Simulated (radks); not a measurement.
Values are calculated unless marked as measured or tabulated.
Problem. Valence configurations of Tc+ (all share [Kr]). Level of theory: scalar-relativistic Kohn-Sham, LDA (Slater exchange, Perdew-Wang correlation), spin-unpolarised, spherical densities, point nucleus (a radial shooting solver on a logarithmic mesh with Libxc functionals). Order these by energy: 4d5.5 5s0.5; 4d4.5 5s1.5; 4d4 5s2; 4d6; 4d4 5p2; 4d4 5s1 5p1; 4d5.5 5p0.5; 4d4.5 5s0.5 5p1; 4d5 5s1; 4d5 5p1.

Solution. From the lowest, in eV above it: 4d6 0.000; 4d5.5 5s0.5 0.776; 4d5 5s1 1.890; 4d5.5 5p0.5 3.014; 4d4.5 5s1.5 3.376; 4d4 5s2 5.268; 4d5 5p1 6.570; 4d4.5 5s0.5 5p1 8.249; 4d4 5s1 5p1 10.338; 4d4 5p2 15.530. NIST lists [Kr] 4d5 5s1 as the ground configuration; this level of theory puts 4d6 lower, by 1.890 eV. The energies are those of spherical spin-averaged densities, not of single terms.
